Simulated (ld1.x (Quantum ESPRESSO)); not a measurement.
## An all-electron radial function and its pseudo partner (phosphorus (P))

Columns: radius, all-electron u(r) and pseudo u(r) of the 3p shell (level -7.53 eV) of phosphorus in the configuration [Ne] 3s2 3p2.75; PBE, scalar-relativistic, ultrasoft scheme, ld1.x (Quantum ESPRESSO) 7.5.

| r (bohr) | all-electron | pseudo |
| --- | --- | --- |
| 0.137 | 0.1946 | -0.0106 |
| 0.274 | 0.3041 | -0.0417 |
| 0.411 | 0.2493 | -0.0911 |
| 0.548 | 0.1100 | -0.1555 |
| 0.685 | -0.0546 | -0.2306 |
| 0.822 | -0.2129 | -0.3116 |
| 0.959 | -0.3506 | -0.3934 |
| 1.096 | -0.4632 | -0.4713 |
| 1.233 | -0.5512 | -0.5410 |
| 1.370 | -0.6157 | -0.5992 |
| 1.507 | -0.6588 | -0.6436 |
| 1.644 | -0.6835 | -0.6734 |
| 1.781 | -0.6931 | -0.6885 |
| 1.918 | -0.6904 | -0.6902 |
| 2.055 | -0.6782 | -0.6803 |
| 2.192 | -0.6589 | -0.6615 |
| 2.329 | -0.6343 | -0.6363 |
| 2.466 | -0.6062 | -0.6071 |
| 2.603 | -0.5757 | -0.5759 |
| 2.740 | -0.5440 | -0.5440 |
| 2.877 | -0.5117 | -0.5117 |
| 3.014 | -0.4796 | -0.4796 |
| 3.151 | -0.4481 | -0.4481 |
| 3.288 | -0.4176 | -0.4176 |
| 3.425 | -0.3883 | -0.3883 |
| 3.562 | -0.3603 | -0.3603 |

Task: How many radial nodes do the two functions have?

Result: The all-electron 3p function has n − l − 1 = 1; the pseudo-wave has 0, since the states of the same l below it are removed with the core.

Task: At about which radius was the pseudo-wave matched?

Result: 2.74 bohr, where the columns begin to agree (steps of 0.14 bohr).

Task: Is the pseudo-wave norm-conserving?

Result: No, it belongs to an ultrasoft set: the norm inside the radius is not constrained, and the difference is carried by the augmentation charge.
